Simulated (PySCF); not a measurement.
## Trend along group 13: MTl cations

PBE0 with double-zeta basis sets in PySCF, for the lowest determinant that a PBE0 search found; no spin–orbit coupling. De refers to high-spin ground-configuration atoms (the charge goes to the atom of lower measured ionisation energy or higher electron affinity, which is not always the lowest computed limit). A positive dipole points towards Tl; it is taken about the centre of mass and depends on that origin.

| M | basis | charged atom | state (unpaired electrons) | Re (Å) | ωe (cm⁻¹) | De (eV) | μ (D) |
| --- | --- | --- | --- | --- | --- | --- | --- |
| B | aug-cc-pVDZ-PP/aug-cc-pVDZ | Tl+ | doublet (σ ↑) | 3.086 | 175 | n/a | -2.92 |
| Al | def2-SVP | Al+ | doublet (σ ↑) | 3.457 | 105 | n/a | -5.07 |
| Ga | def2-SVP | Ga+ | doublet (σ ↑) | 3.461 | 71.9 | n/a | -2.91 |
| In | def2-SVP | In+ | doublet (σ ↑) | 3.615 | 60.2 | n/a | -2.01 |
| Tl | def2-SVP | Tl+ | doublet (σ ↑) | 3.668 | 49.4 | 1.38 | n/a |

The shortest bond is that of TlB⁺ (3.086 Å), the longest that of Tl₂⁺ (3.668 Å).

The rows differ in basis set, which adds steps of its own.

Down a group the atoms grow and get heavier, so bonds lengthen and wavenumbers fall; this series shows no clear exception.

These are scalar-relativistic numbers at best; spin–orbit coupling would shift them, the dissociation energy most. States were picked by a PBE0 search and need not be the measured ground states.
